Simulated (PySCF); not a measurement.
# Predicted spectroscopic data

Non-relativistic, single conformer, gas phase, fast rotation and ring inversion assumed for equivalent nuclei. NMR shieldings at PBE0/pcSseg-1/GIAO; geometry from GFN2-xTB; PySCF 2.14.

References, each an isolated molecule treated in the same way: ¹H, ¹³C vs TMS. Splittings of carbon signals by F and P are missing where no couplings were computed. Where no couplings were computed, multiplicities follow the n + 1 count of equivalent neighbours, and m marks all less simple cases (inequivalent or close neighbours, rings, F or P nearby). Shifts are as computed. Against solution values, carbons near 30 ppm lie about +3 ppm off and those near 130 ppm about +5 ppm; carbons on Cl a further +6 ppm. Of 1211 compounds with measured shifts, 218 miss one by over three times the rms of a fit or turn the order of signals round; such compounds aren't used in these exercises. Carbons bonded to Cl come out too deshielded.

**1.** `InChI=1S/C3H7ClOSi2/c4-3(1-5)2-7-6/h2,7H2,6H3`. ¹H NMR (500 MHz, computed): δ 4.17 (m, 2H), 3.44 (t, 3H), 1.73 (t, 2H). ¹³C{¹H} NMR (computed): δ 223.8 (C), 65.4 (C), 14.1 (CH2).

**2.** `O=[PH]1CC[SiH2]CC1`, C$_{4}$H$_{11}$OPSi. ¹H NMR (500 MHz, computed): δ 7.26 (m, 1H), 4.13 (m, 1H), 4.03 (m, 1H), 2.33 (m, 2H), 1.81 (m, 2H), 1.25 (m, 2H), 0.99 (m, 2H). ¹³C{¹H} NMR (computed): δ 29.3 (CH2), 2.6 (CH2).
